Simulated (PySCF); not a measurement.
**Molecular orbitals of SnGe⁺**

UHF at R = 2.616 Å; basis Sn cc-pVDZ-PP with ECP28, Ge cc-pVDZ-PP with ECP10; scalar-relativistic core potentials; PySCF 2.14. State: ⁴Σ⁻ (quartet), unpaired electrons σ ↑, π ↑↑. Only the outer orbitals are listed, counted within each symmetry, core potentials removing the inner ones.

```csv
spin,orbital,occ.,ε (eV),on Sn (%),main shells (%)
α,7σ,1,-25.35,34,"62 Ge s, 29 Sn s"
α,8σ,1,-20.28,62,"60 Sn s, 32 Ge s"
α,9σ,1,-14.46,51,"45 Ge p, 44 Sn p"
α,5π,1,-13.31,41,"57 Ge p, 39 Sn p"
α,5π,1,-13.31,41,"57 Ge p, 39 Sn p"
α,6π,0,-5.63,60,"59 Sn p, 40 Ge p"
α,6π,0,-5.63,60,"59 Sn p, 40 Ge p"
α,10σ,0,-2.50,62,"58 Sn p, 40 Ge p"
β,7σ,1,-21.27,41,"56 Ge s, 38 Sn s"
β,8σ,1,-17.20,60,"58 Sn s, 39 Ge s"
β,9σ,0,-5.72,52,"50 Sn p, 43 Ge p"
β,5π,0,-5.42,70,"70 Sn p, 30 Ge p"
β,5π,0,-5.42,70,"70 Sn p, 30 Ge p"
```

**Question.** Which are the highest filled and the lowest empty level, where do they sit, and how wide is the gap?

**Answer.** Highest filled α 5π at -13.31 eV (in %: 57 Ge p, 39 Sn p); lowest empty β 9σ at -5.72 eV (in %: 50 Sn p, 43 Ge p); the gap at UHF is 7.59 eV.

The bond order (Mayer) is 1.59 and the ⟨S²⟩ is 3.763. The charge on Sn (Mulliken, basis-dependent) is 0.69, the charge on Sn (Löwdin, basis-dependent) is 0.67 and the dipole moment (positive dipole points towards Ge; it is taken about the centre of mass and depends on that origin) is -0.35 D. The polarisability along the bond is 140.6 bohr³ and the polarisability across the bond is 39.9 bohr³.

Spin–orbit coupling is left out. The state is the lowest determinant that a PBE0 search found; another state may lie lower at other levels.
